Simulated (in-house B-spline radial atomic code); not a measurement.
Successive ionisation energies of barium; each step leads to the configuration of the next row (after the last: [Ar] 3d10 4s2 4p2). NIST's values go from ground level to ground level; the uncertainty of those that are theory runs from under 0.1 % in few-electron ions to several per cent in heavy many-electron ones. Computed with a B-spline radial code for spherical atoms: non-relativistic Hartree-Fock, average of the configuration, point nuclei.

This level leaves out relativity, spin-orbit splitting included, which matters for heavy ions.

| ion | configuration | ionisation energy (eV) | tabulated value (eV) | tabulated kind | computed minus tabulated (eV) | highest orbital | largest mean radius (bohr) |
| --- | --- | --- | --- | --- | --- | --- | --- |
| Ba10+ | [Kr] 4d10 | 244.1 | 241 | tabulated theory | 3.1 | 4d | 0.77581 |
| Ba11+ | [Kr] 4d9 | 271.9 | 267.1 | tabulated theory | 4.8 | 4d | 0.76255 |
| Ba12+ | [Kr] 4d8 | 300.5 | 296 | tabulated theory | 4.5 | 4d | 0.7503 |
| Ba13+ | [Kr] 4d7 | 329.8 | 325 | tabulated theory | 4.8 | 4d | 0.73862 |
| Ba14+ | [Kr] 4d6 | 359.8 | 354 | tabulated theory | 5.8 | 4d | 0.72746 |
| Ba15+ | [Kr] 4d5 | 390.5 | 390 | tabulated theory | 0.5 | 4d | 0.71678 |
| Ba16+ | [Kr] 4d4 | 421.8 | 422 | tabulated theory | -0.2 | 4d | 0.70651 |
| Ba17+ | [Kr] 4d3 | ? | ? | tabulated theory | ? | ? | ? |
| Ba18+ | [Kr] 4d2 | 486.6 | 488 | tabulated theory | -1.4 | 4d | 0.68711 |
| Ba19+ | [Kr] 4d1 | 520.0 | 520 | tabulated theory | 0.0 | 4d | 0.67791 |
| Ba20+ | [Ar] 3d10 4s2 4p6 | 643.8 | 646 | tabulated theory | -2.2 | 4p | 0.65759 |
| Ba21+ | [Ar] 3d10 4s2 4p5 | ? | ? | tabulated theory | ? | ? | ? |
| Ba22+ | [Ar] 3d10 4s2 4p4 | ? | ? | tabulated theory | ? | ? | ? |
| Ba23+ | [Ar] 3d10 4s2 4p3 | 749.0 | 752 | tabulated theory | -3.0 | 4p | 0.63943 |

Q: Fill in the row of Ba17+.

A: ionisation energy (eV): 453.9; tabulated value (eV): 455; computed minus tabulated (eV): -1.1; highest orbital: 4d; largest mean radius (bohr): 0.69663.

Q: Fill in the row of Ba21+.

A: ionisation energy (eV): 678.4; tabulated value (eV): 679; computed minus tabulated (eV): -0.6; highest orbital: 4p; largest mean radius (bohr): 0.65112.

Q: Fill in the row of Ba22+.

A: ionisation energy (eV): 713.5; tabulated value (eV): 717; computed minus tabulated (eV): -3.5; highest orbital: 4p; largest mean radius (bohr): 0.64521.
